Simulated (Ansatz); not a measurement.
`[CH3][In-]([CH3])([OH])[PH3+]`, relaxed with RKS PBE-D4/def2-SVP in the Gaussian-basis code of Ansatz from a rough embedded geometry. The force threshold is 0.03 eV/Å; the program also tests the step.

Charge 0, multiplicity 1. In: def2 effective core potential.

Start:

```xyz
15

C    -1.948   -0.717   -0.613
In    0.133   -0.294   -0.304
C     0.709   -1.117    1.607
O     1.269   -1.135   -1.710
P     0.552    2.160   -0.315
H    -2.436   -1.144    0.264
H    -2.500    0.285   -0.813
H    -2.090   -1.327   -1.487
H     0.836   -0.303    2.402
H    -0.077   -1.820    2.019
H     1.659   -1.690    1.532
H     2.122   -0.758   -1.635
H     0.944    2.582    0.938
H     1.486    2.466   -1.265
H    -0.657    2.811   -0.620
```

Question: By how much does the energy fall, and how many steps does the optimiser take? (Best estimate.)

Answer: Computed: 126.88 kJ/mol, in 34 steps, 2 of them rejected.

Question: Which bonds change most? (Estimate.)

Answer: Ansatz gave: In2–P5 from 2.490 to 2.915 Å; In2–O4 from 1.994 to 2.077 Å; P5–H13 from 1.379 to 1.445 Å; P5–H14 from 1.367 to 1.431 Å.

Question: Give the relaxed structure. (Estimate.)

Answer: Ansatz gave: 
```xyz
15

C    -2.247   -0.632   -0.571
In   -0.159   -0.722    0.023
C     0.928   -1.331    1.814
O     0.990   -0.484   -1.690
P     0.536    2.085   -0.338
H    -2.750   -1.605   -0.403
H    -2.781    0.146    0.009
H    -2.289   -0.381   -1.648
H     0.533   -0.788    2.694
H     0.796   -2.418    1.981
H     2.008   -1.111    1.707
H     1.920   -0.730   -1.521
H     0.377    3.434    0.154
H     1.953    2.165   -0.517
H     0.187    2.372   -1.694
```
